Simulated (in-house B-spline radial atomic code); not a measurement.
**Removing one electron from the thallium ion Tl⁶³⁺**

Closed shell [Ne] 3s2 3p6. Computed with a B-spline radial code for spherical atoms: Koopmans values of Dirac-Hartree-Fock plus a diagonal self-energy, in second order or with its direct term screened (direct RPA, with the hole-particle interaction, or full time-dependent Hartree-Fock), linearised in energy; no-pair Dirac-Coulomb Hamiltonian, finite nucleus. Shifts add to the Koopmans value (the ΔSCF shift is orbital relaxation alone); the final value takes TDHF screening with Breit and QED.

Command:
```bash
python run_mb.py task.json out
```
Settings (nuclear radius in fm, box in bohr, cutoff in hartree):
```
basis_form          2
Z                   81
core_configuration  [Ne] 3s2 3p6
rms_radius          5.4759
mass_number         205
speed_of_light      137.036
box_radius          2.165
lmax                7
intervals           55
virtual_cutoff      26244.0
```

Run time, properties included: 6.5 s on 1 thread of Arm Neoverse V1, with other jobs on the host.

Energies in eV:

```json
{"subshell": "3p3/2", "Koopmans": "7156.03", "ΔSCF shift": "-1.078", "second order": "?", "direct RPA": "?", "hole-particle": "?", "TDHF": "?", "Breit + QED": "?", "final": "?"}
```

Q: What does the self-energy do to 3p3/2?

A: It shifts the removal energy by 1.945 eV in second order, 1.503 with direct RPA, 1.701 with the hole-particle term and 1.795 with TDHF screening (quasi-particle weight 0.996); Breit and QED add -8.934 eV. The final value is 7148.89 eV, against 7146 ± 19 eV (NIST, tabulated theory).
